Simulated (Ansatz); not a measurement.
`[NH2][In]([OH])[Br]` + H₂ → `[NH2][InH][Br]` + H₂O at 500 K and 1 bar (hydrogenolysis of the In–O bond).

Gas-phase electronic energies from Ansatz, PBE0-D4/def2-TZVP geometries. CCSD(T)/CBS is the MP2 limit (def2-TZVPP, def2-QZVPP) plus CCSD(T) − MP2 in def2-TZVPP, frozen cores. This one scheme is used for every species. Elements past krypton have def2 core potentials. For Br, In outer-core shells are correlated without core-valence functions, which leaves a few kJ/mol of doubt a bond. Scalar relativity is left out up to krypton. One conformer a species, not always the lowest.

| species | CCSD(T)/CBS energy (Eh) | H − E (kJ/mol) | S (J/(mol·K)) |
| --- | --- | --- | --- |
| `[NH2][In]([OH])[Br]` | -2894.90232 | 145.3 | 420.3 |
| H₂ | -1.17544 | 41.0 | 145.5 |
| `[NH2][InH][Br]` | -2819.69701 | 118.8 | 378.7 |
| H₂O | -76.37941 | 73.2 | 206.3 |

H − E and S are ideal-gas, rigid-rotor, harmonic terms from PBE0-D4/def2-TZVP, for one conformer and one mirror image of each species. The MP2-based limit puts H₂ 0.8 mEh under its directly extrapolated value; such offsets cancel only in part. 1 Eh = 2625.50 kJ/mol, R = 8.31446 J/(mol·K).

**Question.** By hand: ΔE, ΔH, ΔS and ΔG.

**Answer.** ΔE = (-2819.69701) + (-76.37941) − (-2894.90232) − (-1.17544) = 0.00134 Eh = 3.5 kJ/mol. Δ(H − E) = 118.8 + 73.2 − 145.3 − 41.0 = 5.7, so ΔH = 9.2 kJ/mol. ΔS = 378.7 + 206.3 − 420.3 − 145.5 = 19.2 J/(mol·K). ΔG = 9.2 − 500 × (19.2)/1000 = -0.4 kJ/mol.

**Question.** By hand: the equilibrium constant, and the temperature at which ΔG would vanish if ΔH and ΔS stayed fixed.

**Answer.** log₁₀ K = −ΔG/(RT ln 10) = 0.0. ΔG = 0 at ΔH/ΔS = 479 K, though so small a ΔH makes that figure unsure.

TΔS isn't small against ΔH here. The sign of ΔG lies within the doubt. A doubt of 5 kJ/mol in ΔE shifts log₁₀ K by 0.5 here. Other conformers and mirror images would add mixing entropy, several J/(mol·K) or more a flexible species. These are equilibria of isolated gas molecules and say nothing of rates. Largest T1 diagnostic: 0.013 (customary marks: 0.02 for closed shells, 0.045 for open ones).
